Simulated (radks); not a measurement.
The numbers below are computed, except where a source is named.
Q: Successive ionisation energies (eV) of one element, from differences of total energies of ions in their ground configurations, starting at charge 0: 7.740, 18.239, 30.428, 43.719, 64.810, 81.186, 98.346, 116.18, 134.56, 209.71, 231.08, 252.13, 282.80, 305.81, 328.41, 389.11, 416.92, 742.86, 800.85, 860.05, 920.35, 981.57. Code: a radial shooting solver on a logarithmic mesh with Libxc functionals. Model: scalar-relativistic Kohn-Sham, r2SCAN, spin-polarised, spherical densities, finite nucleus; open shells are filled with parallel spins first (spin-orbit coupling, left out, can overturn this in heavy ions); meta-GGA in the generalised Kohn-Sham scheme; Fermi nuclear charge, rms radius 4.4945 fm. Which element is it?

A: Rhodium (Z = 45). The first species listed is Rh in [Kr] 4d8 5s1, the last Rh21+ in [Ar] 3d6.
